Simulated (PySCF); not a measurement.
F₂H₂NOTa, multiplicity 1. Atoms are numbered in the order given.

```xyz
7

Ta     0.0120    -0.0050     0.0000
N     -0.0536    -1.7736     0.0000
H     -0.0574    -2.7869     0.0000
F      0.9103     0.5589     1.5740
F      0.9103     0.5589    -1.5740
O     -1.7732     0.6573     0.0000
H     -2.6462     0.2477     0.0000
```

Geometry: B3LYP-D3(BJ)/def2-SVP. The multiplicity is an assumed one; no other spin state was optimised. The structure was generated by enumeration; whether it is a known compound was not checked. The def2 effective core potentials stand for the cores of Ta; spin–orbit coupling is left out. One conformer was computed; it need not be the lowest.

Method: PBE/def2-TZVP (PySCF).

Isolated molecule, no solvent.

Computed frontier levels, gap, dipole moment and polarisability:
The highest occupied level is -6.76 eV. The lowest empty level is -1.62 eV. The orbital gap is 5.14 eV and the dipole moment is 0.511 e·Å. The quadrupole, principal values (traceless, Buckingham form, about the centre of nuclear charge) is -9.04, 2.88, 6.16 D·Å, the mean static polarisability is 47.9 bohr³ (7.10 Å³) and the polarisability, principal values is 41.5, 47.4, 54.9 bohr³.
